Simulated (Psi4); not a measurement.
C₃H₅ClF₂, singlet, geometry from GFN2-xTB; MP2/STO-3G (Psi4 1.11).

Input for Psi4:
```
memory 2 GB

molecule mol {
0 1
  C    -2.056048   -0.331222    0.145226
  C    -0.679848   -0.455746    0.776110
  F    -0.421194    0.661162    1.532889
  C     0.418528   -0.625684   -0.278038
  F     1.601016   -0.944226    0.308670
  Cl    0.641721    0.862488   -1.230770
  H    -2.066981    0.499524   -0.555683
  H    -2.790905   -0.142120    0.923077
  H    -2.314314   -1.248093   -0.375275
  H    -0.622535   -1.308854    1.467307
  H     0.171283   -1.439259   -0.970155
}

set basis sto-3g
set reference rhf
set freeze_core true

energy('mp2')
print_variables()
```

It wrote (shortened):

```
    SCF Algorithm Type (re)set to DF.

   => Loading Basis Set <=

    Name: STO-3G
    Role: ORBITAL
    Keyword: BASIS

         ---------------------------------------------------------
                                   SCF
               by Justin Turney, Rob Parrish, Andy Simmonett
                          and Daniel G. A. Smith
                              RHF Reference
         ---------------------------------------------------------

  ==> Geometry <==

    Molecular point group: c1
    Full point group: C1

    Geometry (in Angstrom), charge = 0, multiplicity = 1:

       Center              X                  Y                   Z               Mass
    ------------   -----------------  -----------------  -----------------  -----------------
         C           -2.138180161724    -0.367741099673     0.143816049733    12.000000000000
         C           -0.761980161724    -0.492265099673     0.774700049733    12.000000000000
         F           -0.503326161724     0.624642900327     1.531479049733    18.998403162730
         C            0.336395838276    -0.662203099673    -0.279447950267    12.000000000000
         F            1.518883838276    -0.980745099673     0.307260049733    18.998403162730
         CL           0.559588838276     0.825968900327    -1.232179950267    34.968852682000
         H           -2.149113161724     0.463004900327    -0.557092950267     1.007825032230
         H           -2.873037161724    -0.178639099673     0.921667049733     1.007825032230
         H           -2.396446161724    -1.284612099673    -0.376684950267     1.007825032230
         H           -0.704667161724    -1.345373099673     1.465897049733     1.007825032230
         H            0.089150838276    -1.475778099673    -0.971564950267     1.007825032230

  Running in c1 symmetry.

  Rotational constants: A =      0.11633  B =      0.07590  C =      0.06195 [cm^-1]
  Rotational constants: A =   3487.52720  B =   2275.38151  C =   1857.07353 [MHz]
  Nuclear repulsion =  319.301730879305182

  Charge       = 0
  Multiplicity = 1
  Electrons    = 58
  Nalpha       = 29
  Nbeta        = 29

  ==> Algorithm <==

  SCF Algorithm Type is DF.
  DIIS enabled.
  MOM disabled.
  Fractional occupation disabled.
  Guess Type is SAD.
  Energy threshold   = 1.00e-08
  Density threshold  = 1.00e-08
  Integral threshold = 1.00e-12

  ==> Primary Basis <==

  Basis Set: STO-3G
    Blend: STO-3G
    Number of shells: 25
    Number of basis functions: 39
[...]
  @DF-RHF Final Energy:  -765.78228121586471
    Total Energy =                       -765.7822812158647139
[...]

  //>>>>>>>>>>>>>>>>>>>>>>>>>>>>>>>>>>>//
  //               DFMP2               //
  //<<<<<<<<<<<<<<<<<<<<<<<<<<<<<<<<<<<//

   => Loading Basis Set <=

    Name: (STO-3G AUX)
    Role: RIFIT
    Keyword: DF_BASIS_MP2

	 --------------------------------------------------------
	                          DF-MP2
	      2nd-Order Density-Fitted Moller-Plesset Theory

	        Rob Parrish, Justin Turney, Andy Simmonett,
	           Ed Hohenstein, and C. David Sherrill
	 --------------------------------------------------------

   => Auxiliary Basis Set <=

  Basis Set: (STO-3G AUX)
    Blend: DEF2-SVP-RI
    Number of shells: 130
    Number of basis functions: 372
    Number of Cartesian functions: 423
    Spherical Harmonics?: true
    Max angular momentum: 3

	 --------------------------------------------------------
	                 NBF =    39, NAUX =   372
	 --------------------------------------------------------
	   CLASS    FOCC     OCC    AOCC    AVIR     VIR    FVIR
	   PAIRS      10      29      19      10      10       0
	 --------------------------------------------------------

	-----------------------------------------------------------
	 ==================> DF-MP2 Energies <====================
	-----------------------------------------------------------
	 Reference Energy          =    -765.7822812158647139 [Eh]
	 Singles Energy            =      -0.0000000000000000 [Eh]
	 Same-Spin Energy          =      -0.0231331015120175 [Eh]
	 Opposite-Spin Energy      =      -0.1674754409357271 [Eh]
	 Correlation Energy        =      -0.1906085424477445 [Eh]
	 Total Energy              =    -765.9728897583124763 [Eh]
	-----------------------------------------------------------
	 ================> DF-SCS-MP2 Energies <==================
	-----------------------------------------------------------
	 SCS Same-Spin Scale       =       0.3333333333333333 [-]
	 SCS Opposite-Spin Scale   =       1.2000000000000000 [-]
	 SCS Same-Spin Energy      =      -0.0077110338373392 [Eh]
	 SCS Opposite-Spin Energy  =      -0.2009705291228725 [Eh]
	 SCS Correlation Energy    =      -0.2086815629602116 [Eh]
	 SCS Total Energy          =    -765.9909627788249509 [Eh]
	-----------------------------------------------------------

  Variable Map:
  ----------------------------------------------------------------------------
[...]
  Array Variable Map:
  ----------------------------------------------------------------------------
[...]
[...]
```
